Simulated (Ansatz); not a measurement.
`N[CH2][GeH3]`. The species carries charge 0 and has multiplicity 1.

Cartesian coordinates in Å:
```
N 0.521 0.943 -1.095
C -0.508 0.076 -0.541
Ge 0.170 -0.818 1.073
H 0.748 1.692 -0.454
H 0.210 1.374 -1.957
H -1.458 0.574 -0.298
H -0.738 -0.710 -1.265
H 0.701 0.250 2.050
H 1.315 -1.779 0.719
H -0.961 -1.600 1.767
```

Task: List the harmonic frequencies (cm⁻¹, unscaled) at PBE0-D4/def2-TZVP in Ansatz. (Best estimate.)

Result: Computed: 132, 223, 258, 489, 516, 637, 782, 828, 872, 884, 900, 1090, 1110, 1259, 1341, 1481, 1663, 2134, 2143, 2162, 2986, 3089, 3520, 3602.

Task: Is this a minimum?

Result: Yes, all 24 modes are real.

Task: Give the ideal-gas thermochemistry at 298.15 K and 1 bar (rigid rotor, harmonic oscillator; point group C1, symmetry number 1).

Result: Zero-point energy 204.0 kJ/mol; H(298) − E = 220.9 kJ/mol; entropy 308.3 J/(mol·K), of which translation 167.0, rotation 102.4, vibration 38.8; G(298) − E = 129.0 kJ/mol.

Task: Rotational constants (cm⁻¹)?

Result: 0.809, 0.1217, 0.1134.
